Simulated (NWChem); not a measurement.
**Basis-set convergence for H5FInN**

SMILES: N.[F][InH2]
```xyz
8

In     0.4613     0.1031     0.0000
H      1.0217     0.4766     1.5933
H      1.0217     0.4766    -1.5933
F     -0.6162    -1.6117     0.0000
N     -1.8041     0.8561     0.0000
H     -2.1825     1.3171    -0.8285
H     -2.1825     1.3171     0.8285
H     -2.1054    -0.1279     0.0000
```
Charge 0, spin multiplicity 1.

The numbers come from NWChem runs, not from measurements. All single points use one geometry, from B3LYP/def2-SVP with def2 effective core potentials on In, with no frequency check, so it may be a saddle point.

Quantity: first vertical ionisation energy at the level G0W0@PBE.

Effective core potentials replace the inner electrons of In; spin-orbit coupling is left out. GW and range-separated runs recompute their integrals, the others keep them in memory, which bears on the times. The structure started from a generated list of species.

The cost column gives rough processor time relative to def2-SVP; each entry includes its own SCF.

```
basis       functions  first vertical ionisation energy (eV)  relative cost
----------  ---------  -------------------------------------  -------------
def2-SVP           79                             (withheld)              1
def2-SVPD         115                             (withheld)        under 3
def2-TZVP         142                                   9.74              4
def2-TZVPD        178                                   9.76              8
def2-TZVPP        182                             (withheld)              8
```

Q: What belongs in the gaps?

A: 
- def2-SVP, first vertical ionisation energy (eV): 9.27
- def2-SVPD, first vertical ionisation energy (eV): 9.61
- def2-TZVPP, first vertical ionisation energy (eV): 9.82
